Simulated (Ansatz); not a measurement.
Compare A (`C/C=C/CCCC`) with its isomer B (`C1CCCCCC1`).

Isolated molecules relaxed with PBE0-D4/def2-TZVP in Ansatz; ΔE leaves out vibrations. CCSD(T)/CBS adds triple-zeta CCSD(T) − MP2 to the extrapolated MP2 energy (def2 sets, frozen cores). DFT in def2-TZVPP. One conformer a species, not always the lowest.

Which is lower in electronic energy at CCSD(T)/CBS, and by how much? (Best estimate.)

The calculation gave: B, by 53.2 kJ/mol.

Give E(B) − E(A) in kJ/mol with PBE0-D4, MP2/def2-TZVPP, CCSD(T)/def2-TZVPP, B2PLYP, CCSD/def2-TZVPP, HF/def2-TZVPP, PBE-D4. (An estimate is asked.)

The calculation gave: PBE0-D4 -62.9, MP2/def2-TZVPP -60.5, CCSD(T)/def2-TZVPP -53.5, B2PLYP -39.2, CCSD/def2-TZVPP -53.8, HF/def2-TZVPP -28.6, PBE-D4 -51.1. None reverses the order clearly.

Largest T1 diagnostic: 0.009.

From PBE to PBE0 (25 % exact exchange), in def2-TZVPP and without D4, E(B) − E(A) moves by −13.1 kJ/mol. In def2-TZVPP, CCSD(T) changes the Hartree–Fock value by −24.9 kJ/mol (the triples alone add +0.2 kJ/mol) and MP2 by −31.8 kJ/mol.
